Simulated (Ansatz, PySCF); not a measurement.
Breaking the Be1–H2 bond in BeH2Se (SMILES [BeH][SeH]) (multiplicity 1 held, fragments rigid). Energies count from the point at 1.326 Å.
Geometry at that point (charge 0, multiplicity 1):
```xyz
4

Be    -0.68974    -0.76067    -1.41804
H     -1.20927    -1.34114    -2.49064
Se     0.09182     0.16025     0.22401
H      0.84647    -1.06482     0.54660
```

U- levels take the lowest unrestricted solution at each point, which mixes spins at long bonds. Active spaces are followed from a long bond inwards. Curves can end on different states.

Cores are frozen in the correlated methods. Filled d and f shells under p-block atoms count as core. Rows in 3-21G, LANL2DZ carry no dispersion term and start afresh at each structure; the Pople sets are all-electron and without relativity. LANL2DZ brings its own core potentials from Na on.

Programs: Ansatz (Gaussian basis) for Hartree–Fock, density functionals and correlated methods; PySCF for 3-21G rows, LANL2DZ rows. Values without a source in brackets are computed.

Other levels give for the energy at R = 4.242 Å: U-PBE/aug-cc-pVTZ 3.905; U-B3LYP/aug-cc-pVTZ 4.123; U-wB97X-V/aug-cc-pVTZ 4.171; FIC-MRCISD+Q on CASSCF(2,2)/aug-cc-pVTZ 4.072 eV.

Common cheap choices:

```
level            energy at R = 4.242 Å (eV)
---------------  --------------------------
R-HF/3-21G                            7.096
U-HF/LANL2DZ                          3.182
R-BP86/LANL2DZ                        5.057
R-B3LYP/LANL2DZ                       5.559
U-B3LYP/LANL2DZ                       4.129
```

Doubts at one or more of the structures used: a restricted determinant that unrestricted orbitals would lower (R-HF/3-21G); a spin-contaminated determinant (U-HF/LANL2DZ, U-B3LYP/LANL2DZ, U-PBE/aug-cc-pVTZ, U-B3LYP/aug-cc-pVTZ, U-wB97X-V/aug-cc-pVTZ).

Ansatz is an electronic-structure program.
